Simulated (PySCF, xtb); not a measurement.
SnHCl₃, SMILES [Cl][SnH]([Cl])[Cl].

GFN2-xTB run with xtb at its own geometry gives an orbital gap of 3.37 eV and a dipole moment of 2.07 D.

The structure is a stationary point at B3LYP-D3(BJ)/def2-SVP. The def2 effective core potentials stand for the cores of Sn; spin–orbit coupling is left out.

Q: What does PySCF with r2SCAN/def2-TZVP give? (Estimate from the structure and the level; the computed values follow.)

A: gap 4.92 eV (levels -8.35 and -3.43 eV), dipole 2.16 D.
